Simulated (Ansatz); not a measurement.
System: sum formula CrO₂Cl (charge 0, doublet). The spin state was set by rule; other spins were not relaxed. SMILES of the parent species: [O]=[Cr](=[O])[Cl]
Geometry from a B3LYP-D3(BJ)/def2-TZVP (Ansatz, an electronic-structure program) optimisation:
```
Cr
O 1 1.5678
O 1 1.5678 2 115.90
Cl 1 2.1333 2 120.95 3 -163.27
```
Charge 0, spin multiplicity 2.

Parts of the frozen-core correlation energy in def2-TZVPP (Ansatz, hartree). Frozen orbitals: 16; correlated occupied orbitals by spin: 13 and 12; virtual: 139 and 140. UHF or UKS for open shells. No spin-orbit coupling. Non-relativistic. The program attaches cautions to this run: large difference.

```csv
term,value
reference (HF),-1652.56339
MP2 opposite-spin,…
MP2 same-spin,…
CCSD correlation,…
(T),-0.06834
T1 diagnostic,0.121
largest doubles amplitude,0.080
<S^2> of the reference,2.454
```

Task: Fill in the missing entries.

Result: 
- MP2 opposite-spin, value: -0.53165
- MP2 same-spin, value: -0.24342
- CCSD correlation, value: -0.88399
